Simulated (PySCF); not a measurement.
**Magnesium: a sound run and one with changed settings**

Sound run: Mg²⁺ [Ne], Mg³⁺ [He] 2s2 2p5. Computed with PySCF 2.14 in 6-31G* (4s3p1d, 18 functions), with no relativity, point nucleus. The sound run starts from symmetry-adapted Hartree-Fock orbitals and uses a fine grid where one is needed.

Changed run: 14 angular points. This setting is unsound on purpose.

```csv
species,method,sound run (hartree),changed run (hartree),converged
Mg²⁺,UHF,-198.81171,-198.81171,yes
Mg²⁺,r2SCAN,-199.19885,-199.19885,yes
Mg²⁺,M06-2X,-199.19459,-199.19459,yes
Mg³⁺,UHF,-195.83652,-195.83652,yes
Mg³⁺,r2SCAN,-196.16361,-196.17121,yes
Mg³⁺,M06-2X,-196.16600,-196.16941,yes
```

Ionisation energy of Mg²⁺:

```tsv
method	sound run (eV)	changed run (eV)
UHF	80.959	80.959
r2SCAN	82.593	82.386
M06-2X	82.412	82.319
```

A coarse angular grid integrates products of high-l functions wrongly, so density functionals can shift, and the SCF can exploit the error; Hartree-Fock and MP2 need no grid.

For comparison, NIST gives 80.144 eV between the lowest levels.
